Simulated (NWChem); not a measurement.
PbIF, singlet; SMILES [F][Pb][I]

Low-valent species are run as closed-shell singlets; no triplet was tried in these runs. def2 effective core potentials on I, Pb; no spin-orbit coupling.

Problem. Give the equilibrium geometry at PBE0/def2-SVP with def2 effective core potentials on I, Pb (NWChem) as a list of bonds and angles, with the point group.

Solution. point group Cs; any orientation.
Bonds (Å): Pb1–F2 2.056, Pb1–I3 2.831. Bond angles (°): F2–Pb1–I3 100.0.
